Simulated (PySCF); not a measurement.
Constitutional and geometric isomers with formula C2H4Si. Isolated molecules, 0 K electronic values unless said otherwise. Strings in code marks are SMILES.

Level of theory: PBE-D3(BJ)/def2-TZVP // B3LYP-D3(BJ)/def2-TZVP (PySCF). All candidates: neutral, multiplicity 1. Excitations are Tamm–Dancoff values on a coarser integration grid. The basis has no diffuse functions, so Rydberg states are missing or too high.

```yaml
S1 excitation (TDA): 6.07 eV
HOMO: -7.11 eV
dipole_moment: 0.37 D
```

Identify which member has these values.
(A) `C#C[SiH3]`
(B) `C=C=[SiH2]`
(C) `C1=C[SiH2]1`

A, `C#C[SiH3]`. The others give `C1=C[SiH2]1`: 5.31 eV, -6.32 eV, 0.52 D; `C=C=[SiH2]`: 3.71 eV, -5.33 eV, 0.01 D
